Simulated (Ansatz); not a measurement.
**Question.** Name a neutral molecule of Cl, I, Sn and H with zero-point energy (PBE0-D4/def2-TZVP) between 32 and 48 kJ/mol and HOMO energy (B3LYP/def2-TZVPP) between -7.65 and -7.35 eV (Ansatz, PBE0-D4/def2-TZVP geometry).

**Answer.** `[Cl][SnH2][I]` (40.8 kJ/mol, -7.64 eV). Other molecules can fit too; these were computed, each in one conformer that needn't be the lowest.

B3LYP here is the variant with VWN-RPA as its local correlation; programs differ in this.
